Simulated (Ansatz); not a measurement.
C$_{5}$H$_{9}$B, singlet, at a GFN2-xTB geometry; SC-NEVPT2/STO-3G, CASSCF(6,6) (Ansatz, a quantum-chemistry and plane-wave program).

Ansatz was given this input:
Ansatz 0.2 input:
```yaml
crystal:
  periodic: [false, false, false]
  atoms:
    - {symbol: B, position_ang: [-0.22712162, 0.01249261, 0.35002049]}
    - {symbol: C, position_ang: [-0.63374445, 0.88779935, 1.60076801]}
    - {symbol: H, position_ang: [-1.00464257, 0.29698827, 2.43532340]}
    - {symbol: H, position_ang: [-1.37575981, 1.64916320, 1.37100630]}
    - {symbol: H, position_ang: [0.24837229, 1.41729752, 1.96388431]}
    - {symbol: C, position_ang: [0.13463754, -1.48661965, 0.56167135]}
    - {symbol: C, position_ang: [0.88543811, -2.21654313, -0.26109848]}
    - {symbol: H, position_ang: [-0.20970809, -1.97537472, 1.46880452]}
    - {symbol: H, position_ang: [1.14834849, -3.24457246, -0.05902050]}
    - {symbol: H, position_ang: [1.28930395, -1.80496812, -1.17265172]}
    - {symbol: C, position_ang: [-0.14857759, 0.64018338, -1.07201471]}
    - {symbol: C, position_ang: [-0.04254830, 1.94319120, -1.32446150]}
    - {symbol: H, position_ang: [-0.15576272, -0.02311233, -1.93164104]}
    - {symbol: H, position_ang: [0.04022925, 2.34206101, -2.32491332]}
    - {symbol: H, position_ang: [-0.01600443, 2.67198786, -0.53008261]}
basis:
  gaussian:
    orbitals: STO-3G
magnetization: {spin_polarized: false}
correlation: {method: sc_nevpt2, electrons: all, active_space: {window: {electrons: 6, orbitals: 6}}}
```

What the program printed (banner, timings and long lists left out):

```
Functional definition: HF
532 factors; integrals over basis functions are off by at most 8.6e-5 eV
mean field evaluation 1: about -5891.7498 eV, gradient 1.7e1 eV
mean field evaluation 2: about -5891.9617 eV, gradient 1.7e1 eV
mean field evaluation 4: about -5893.2038 eV, gradient 1.9e0 eV
mean field evaluation 8: about -5893.2150 eV, gradient 1.6e-2 eV
mean field -5893.21502252 eV, -216.5716575129 hartree, gradient 2.0e-6 eV, S^2 0.000000; 0 other end points of the search recorded, 0 dependent functions left out; unrestricted orbitals would lower it
reference -5893.21502252 eV, -216.5716575129 hartree; 22, 22 occupied and 17, 17 virtual orbitals, 532 factors
state -5896.15647753 eV, -216.6797539908 hartree
state -5896.15647753 eV, -216.6797539908 hartree; corrected -5902.43518963 eV, -216.9104924047 hartree
state -5895.84112966 eV, -216.6681651705 hartree
state -5895.84112966 eV, -216.6681651705 hartree; corrected -5902.46647054 eV, -216.9116419568 hartree
state -5895.84112966 eV, -216.6681651705 hartree; corrected -5902.46647054 eV, -216.9116419568 hartree
the orbitals are reached from a further start. From the first start the search ends at -5896.15647259 eV, -216.6797538093 hartree
WARN: the results are in doubt because another end's mean lies 0.315 eV lower, and its corrected mean 0.031 eV higher
Total energy: -5902.46647054 eV, -216.9116419568 hartree
In doubt: another end's mean lies 0.315 eV lower, and its corrected mean 0.031 eV higher
```
